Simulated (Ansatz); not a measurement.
Geometry optimisation, RKS B3LYP/def2-SVP in Ansatz.

Input:

```yaml
crystal:
  periodic: [false, false, false]
  atoms:
    - { symbol: Al, position_ang: [-0.4358, 1.5225, 0.449] }
    - { symbol: C, position_ang: [0.5984, -0.2038, -0.6464] }
    - { symbol: C, position_ang: [-0.1069, -1.5183, -0.2906] }
    - { symbol: O, position_ang: [-1.0185, 1.8626, -1.0227] }
    - { symbol: H, position_ang: [-0.2728, 0.8199, -1.0526] }
    - { symbol: O, position_ang: [-0.2553, 1.742, 2.0603] }
    - { symbol: H, position_ang: [0.8342, -0.2212, -1.716] }
    - { symbol: H, position_ang: [1.5819, -0.1894, -0.1621] }
    - { symbol: H, position_ang: [0.4891, -2.3797, -0.5977] }
    - { symbol: H, position_ang: [-0.2803, -1.5968, 0.7819] }
    - { symbol: H, position_ang: [-1.0706, -1.5853, -0.7892] }
    - { symbol: H, position_ang: [-0.0635, 1.7473, 2.9863] }
basis:
  gaussian: { orbitals: def2-SVP }
hamiltonian:
  xc: b3lyp
relax:
  f_tol: 0.15
  max_steps: 25
  restrain:
    - { distance: [4, 1], at: 1.07, k: 30.0 }
    - { distance: [0, 1], at: 3.27, k: 30.0 }
    - { distance: [4, 3], at: 2.27, k: 30.0 }
output:
  orbitals: {}
```

Command:

```bash
$ ansatz run input.yaml --threads 2 --pin off --max-ram 3072MiB --backend cpu --events-out ev --progress --plain --runs-dir out
```

Task: Where does it end, and by what steps?

Result: The forces met the threshold. The restraints hold the end off the free minimum. After 8 steps the energy has fallen by 0.585 eV (the restraints' own energy left out); Al1 moved furthest, 0.68 Å. Parted: Al1–C2, Al1–H5. Joined: C2–H5.

```tsv
step	energy less start (eV)	largest force component (eV/Å)	accepted
0	0.0000	1.268	yes
1	0.3294	2.501	yes
2	0.2509	3.343	yes
3	-0.0534	1.852	yes
4	-0.5115	1.685	yes
5	-0.5683	0.536	yes
6	-0.5769	0.553	yes
7	-0.5814	0.535	no
8	-0.5853	0.536	yes
```

```xyz
12
Properties=species:S:1:pos:R:3
Al -0.769 2.075 0.674
C 0.663 -0.384 -0.936
C -0.087 -1.582 -0.350
O -1.272 2.344 -0.830
H 0.018 0.487 -1.056
O -0.275 1.798 2.216
H 1.057 -0.611 -1.944
H 1.534 -0.111 -0.313
H 0.553 -2.483 -0.300
H -0.442 -1.380 0.679
H -0.972 -1.837 -0.960
H -0.007 1.684 3.121
```

Whether the end is a true minimum wasn't checked by a vibrational analysis.

Time of the run: 15 s on 2 threads of Intel(R) Xeon(R) 6975P-C (Granite Rapids) (shared host), peak memory 0.26 GiB.
